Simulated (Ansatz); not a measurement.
Ansatz (a program for electronic structure) input (HF/6-31G*):

Ansatz 0.2 input:
```yaml
crystal:
  periodic: [false, false, false]
  atoms:
    - {symbol: N, position_ang: [-0.03409709, 0.19126171, -1.12933390]}
    - {symbol: N, position_ang: [0.07425227, -0.40491692, -0.08361008]}
    - {symbol: O, position_ang: [-0.03513579, 0.18694831, 1.06132598]}
basis:
  gaussian:
    orbitals: 6-31G*
hamiltonian:
  xc: {name: HF}
total_charge: -1
magnetization: {spin_polarized: true, initial_magnetization: 1}
phonons: {temperatures: {t_min: 298.15, t_max: 298.15, t_step: 100}}
```

Output:

```
Functional definition: HF
integrals: 0.00 GiB planned
454 factors; integrals over basis functions are off by at most 1.7e-4 eV
mean field: 0.09 GiB planned
mean field evaluation 1: about -4993.2803 eV, gradient 2.8e1 eV
mean field evaluation 2: about -4993.3433 eV, gradient 2.8e1 eV
mean field evaluation 4: about -4996.8156 eV, gradient 3.4e0 eV
mean field evaluation 8: about -4997.1692 eV, gradient 9.1e-1 eV
mean field evaluation 16: about -4997.2861 eV, gradient 8.9e-3 eV
mean field evaluation 32: about -4991.8782 eV, gradient 7.7e0 eV
mean field evaluation 64: about -4995.2201 eV, gradient 1.7e0 eV
mean field -4997.28610397 eV, -183.6468770387 hartree, gradient 5.9e-5 eV, S^2 0.907726; 0 other end points of the search recorded, 0 dependent functions left out
the calculation of the forces begins
reference -4997.28610397 eV, -183.6468770387 hartree; 12, 11 occupied and 33, 34 virtual orbitals, 454 factors
these checks for a lower state are left out or cut short: stability, starts, cluster_reference, orbital_swaps, neighbouring_geometries, increment
integrals: 0.00 GiB planned
454 factors; integrals over basis functions are off by at most 1.7e-4 eV
mean field: 0.09 GiB planned
mean field -4997.28606169 eV, -183.6468754849 hartree, gradient 1.9e-6 eV, S^2 0.904795; 0 other end points of the search recorded, 0 dependent functions left out
the calculation of the forces begins
reference -4997.28606169 eV, -183.6468754849 hartree; 12, 11 occupied and 33, 34 virtual orbitals, 454 factors
these checks for a lower state are left out or cut short: stability, starts, cluster_reference, orbital_swaps, neighbouring_geometries, increment
integrals: 0.00 GiB planned
454 factors; integrals over basis functions are off by at most 1.7e-4 eV
mean field: 0.09 GiB planned
mean field evaluation 96: about -4997.2861 eV, gradient 1.4e-6 eV
mean field -4997.28606539 eV, -183.6468756208 hartree, gradient 9.5e-6 eV, S^2 0.910688; 0 other end points of the search recorded, 0 dependent functions left out
the calculation of the forces begins
reference -4997.28606539 eV, -183.6468756208 hartree; 12, 11 occupied and 33, 34 virtual orbitals, 454 factors
these checks for a lower state are left out or cut short: stability, starts, cluster_reference, orbital_swaps, neighbouring_geometries, increment
integrals: 0.00 GiB planned
454 factors; integrals over basis functions are off by at most 1.7e-4 eV
mean field: 0.09 GiB planned
mean field -4997.28602325 eV, -183.6468740725 hartree, gradient 2.2e-6 eV, S^2 0.910863; 0 other end points of the search recorded, 0 dependent functions left out
the calculation of the forces begins
reference -4997.28602325 eV, -183.6468740725 hartree; 12, 11 occupied and 33, 34 virtual orbitals, 454 factors
these checks for a lower state are left out or cut short: stability, starts, cluster_reference, orbital_swaps, neighbouring_geometries, increment
integrals: 0.00 GiB planned
454 factors; integrals over basis functions are off by at most 1.7e-4 eV
mean field: 0.09 GiB planned
mean field -4997.28601619 eV, -183.6468738129 hartree, gradient 1.5e-6 eV, S^2 0.904624; 0 other end points of the search recorded, 0 dependent functions left out
the calculation of the forces begins
reference -4997.28601619 eV, -183.6468738129 hartree; 12, 11 occupied and 33, 34 virtual orbitals, 454 factors
these checks for a lower state are left out or cut short: stability, starts, cluster_reference, orbital_swaps, neighbouring_geometries, increment
integrals: 0.00 GiB planned
454 factors; integrals over basis functions are off by at most 1.7e-4 eV
mean field: 0.09 GiB planned
mean field -4997.28601864 eV, -183.6468739029 hartree, gradient 2.5e-6 eV, S^2 0.911317; 0 other end points of the search recorded, 0 dependent functions left out
the calculation of the forces begins
reference -4997.28601864 eV, -183.6468739029 hartree; 12, 11 occupied and 33, 34 virtual orbitals, 454 factors
these checks for a lower state are left out or cut short: stability, starts, cluster_reference, orbital_swaps, neighbouring_geometries, increment
integrals: 0.00 GiB planned
454 factors; integrals over basis functions are off by at most 1.7e-4 eV
mean field: 0.09 GiB planned
mean field evaluation 128: about -4997.2860 eV, gradient 4.9e-4 eV
mean field -4997.28600884 eV, -183.6468735426 hartree, gradient 2.6e-6 eV, S^2 0.904184; 0 other end points of the search recorded, 0 dependent functions left out
the calculation of the forces begins
reference -4997.28600884 eV, -183.6468735426 hartree; 12, 11 occupied and 33, 34 virtual orbitals, 454 factors
these checks for a lower state are left out or cut short: stability, starts, cluster_reference, orbital_swaps, neighbouring_geometries, increment
integrals: 0.00 GiB planned
454 factors; integrals over basis functions are off by at most 1.7e-4 eV
mean field: 0.09 GiB planned
mean field -4997.28602166 eV, -183.6468740138 hartree, gradient 1.6e-6 eV, S^2 0.904968; 0 other end points of the search recorded, 0 dependent functions left out
the calculation of the forces begins
reference -4997.28602166 eV, -183.6468740138 hartree; 12, 11 occupied and 33, 34 virtual orbitals, 454 factors
these checks for a lower state are left out or cut short: stability, starts, cluster_reference, orbital_swaps, neighbouring_geometries, increment
integrals: 0.00 GiB planned
454 factors; integrals over basis functions are off by at most 1.7e-4 eV
mean field: 0.09 GiB planned
mean field -4997.28601756 eV, -183.6468738633 hartree, gradient 1.9e-6 eV, S^2 0.910498; 0 other end points of the search recorded, 0 dependent functions left out
the calculation of the forces begins
reference -4997.28601756 eV, -183.6468738633 hartree; 12, 11 occupied and 33, 34 virtual orbitals, 454 factors
these checks for a lower state are left out or cut short: stability, starts, cluster_reference, orbital_swaps, neighbouring_geometries, increment
integrals: 0.00 GiB planned
454 factors; integrals over basis functions are off by at most 1.7e-4 eV
mean field: 0.09 GiB planned
mean field -4997.28607012 eV, -183.6468757946 hartree, gradient 6.2e-6 eV, S^2 0.907107; 0 other end points of the search recorded, 0 dependent functions left out
the calculation of the forces begins
reference -4997.28607012 eV, -183.6468757946 hartree; 12, 11 occupied and 33, 34 virtual orbitals, 454 factors
these checks for a lower state are left out or cut short: stability, starts, cluster_reference, orbital_swaps, neighbouring_geometries, increment
integrals: 0.00 GiB planned
454 factors; integrals over basis functions are off by at most 1.7e-4 eV
mean field: 0.09 GiB planned
mean field evaluation 160: about -4997.1983 eV, gradient 3.6e-1 eV
mean field -4997.28607637 eV, -183.6468760243 hartree, gradient 6.3e-6 eV, S^2 0.908346; 0 other end points of the search recorded, 0 dependent functions left out
the calculation of the forces begins
reference -4997.28607637 eV, -183.6468760243 hartree; 12, 11 occupied and 33, 34 virtual orbitals, 454 factors
these checks for a lower state are left out or cut short: stability, starts, cluster_reference, orbital_swaps, neighbouring_geometries, increment
integrals: 0.00 GiB planned
454 factors; integrals over basis functions are off by at most 1.7e-4 eV
mean field: 0.09 GiB planned
mean field -4997.28604358 eV, -183.6468748193 hartree, gradient 5.3e-6 eV, S^2 0.907371; 0 other end points of the search recorded, 0 dependent functions left out
the calculation of the forces begins
reference -4997.28604358 eV, -183.6468748193 hartree; 12, 11 occupied and 33, 34 virtual orbitals, 454 factors
these checks for a lower state are left out or cut short: stability, starts, cluster_reference, orbital_swaps, neighbouring_geometries, increment
integrals: 0.00 GiB planned
454 factors; integrals over basis functions are off by at most 1.7e-4 eV
mean field: 0.09 GiB planned
mean field -4997.28605441 eV, -183.6468752175 hartree, gradient 4.6e-6 eV, S^2 0.908080; 0 other end points of the search recorded, 0 dependent functions left out
the calculation of the forces begins
reference -4997.28605441 eV, -183.6468752175 hartree; 12, 11 occupied and 33, 34 virtual orbitals, 454 factors
Total energy: -4997.28610397 eV, -183.6468770387 hartree
Atom 0 at    -0.034097     0.191262    -1.129334 Å, force    -0.000130     0.000717    -0.001864 eV/Å
Atom 1 at     0.074252    -0.404917    -0.083610 Å, force     0.000353    -0.001923    -0.001078 eV/Å
Atom 2 at    -0.035136     0.186948     1.061326 Å, force    -0.000223     0.001206     0.002942 eV/Å
Dipole moment:     0.016559    -0.089613    -0.169586 e Å
Vibrations: 555.23 1144.12 1433.72 cm⁻¹, zero-point energy 0.194225 eV
```

The blocks after the first are displaced geometries, from whose forces the wavenumbers follow.

The dipole moment of an ion depends on the origin.

The determinant is spin-contaminated: <S^2> is 0.91 against 0.75 for a pure state.
